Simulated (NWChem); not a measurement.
System: MgF cation; SMILES [F][Mg+]

Here is an NWChem input.

```
start job
memory heap 200 mb stack 700 mb global 900 mb
charge 1
geometry units angstroms noautoz
  Mg     0.000000     0.000000    -0.744676
  F      0.000000     0.000000     0.993336
end
basis spherical
  * library sto-3g
end
dft
  xc xpbe96 cpbe96
  iterations 150
  mulliken
end
task dft energy
```

Geometry: optimised at PBE-D3(BJ)/def2-SVP.

Problem. What results follow from this input? (PBE/STO-3G.) Quantities: basis functions; energy (Ha); highest occupied level (eV); orbital gap (eV).

Solution. 
```yaml
number_of_basis_functions: 14
energy (Ha): -295.55
highest occupied level (eV): -8.79
orbital gap (eV): 1.71
```
